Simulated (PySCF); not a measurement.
**Correlation energy of Be (beryllium, neutral)**

[He] 2s2, closed-shell 1S. Calculation: PySCF 2.14, in aug-cc-pVDZ-DK (4s3p2d, 23 functions); scalar relativity by spin-free X2C-1e. Frozen: 1s2; 2 electrons correlated.

Total MP2 correlation energy: -25.77 mhartree.

Same-spin part 0.00 and opposite-spin part -25.77 mhartree; SCS-MP2 scales them by 1/3 and 6/5 to -30.93 mhartree.

With two correlated electrons CCSD is exact within the correlated space (frozen core and kept virtual orbitals).

```tsv
level	correlation energy (mhartree)
CCSD	-44.50
```

Diagnostics: T1 = 0.019, D1 = 0.0275, largest double amplitude 0.132.

Cost of the coupled-cluster step: 0.03 s of wall time on 1 thread of Intel(R) Xeon(R) 6975P-C (shared host), for 2 correlated electrons.

Iterations:

```
CC2 = 0
CCSD nocc = 1, nmo = 22
frozen orbitals [0]
max_cycle = 100
direct = 0
conv_tol = 1e-08
conv_tol_normt = 1e-06
diis_space = 8
diis_start_cycle = 0
Init t2, MP2 energy = -14.6006577950104  E_corr(MP2) -0.0257715783871609
Init E_corr(CCSD) = -0.0257715783878141
cycle = 1  E_corr(CCSD) = -0.0350742549896661  dE = -0.0093026766  norm(t1,t2) = 0.064864
cycle = 2  E_corr(CCSD) = -0.0393604218690318  dE = -0.00428616688  norm(t1,t2) = 0.0354698
cycle = 3  E_corr(CCSD) = -0.0445646496079984  dE = -0.00520422774  norm(t1,t2) = 0.0202084
cycle = 4  E_corr(CCSD) = -0.0444713199451022  dE = 9.33296629e-05  norm(t1,t2) = 0.000847652
cycle = 5  E_corr(CCSD) = -0.0445210311499049  dE = -4.97112048e-05  norm(t1,t2) = 0.000211896
cycle = 6  E_corr(CCSD) = -0.0445036632551221  dE = 1.73678948e-05  norm(t1,t2) = 6.70542e-05
cycle = 7  E_corr(CCSD) = -0.0445042989646194  dE = -6.35709497e-07  norm(t1,t2) = 8.81222e-06
cycle = 8  E_corr(CCSD) = -0.0445045457154843  dE = -2.46750865e-07  norm(t1,t2) = 2.53703e-06
cycle = 9  E_corr(CCSD) = -0.0445043079094644  dE = 2.3780602e-07  norm(t1,t2) = 1.20167e-06
cycle = 10  E_corr(CCSD) = -0.044504262747892  dE = 4.51615724e-08  norm(t1,t2) = 1.76273e-07
cycle = 11  E_corr(CCSD) = -0.0445042668196717  dE = -4.07177968e-09  norm(t1,t2) = 3.26688e-08
CCSD converged
E(CCSD) = -14.61939048344288  E_corr = -0.04450426681967168
```
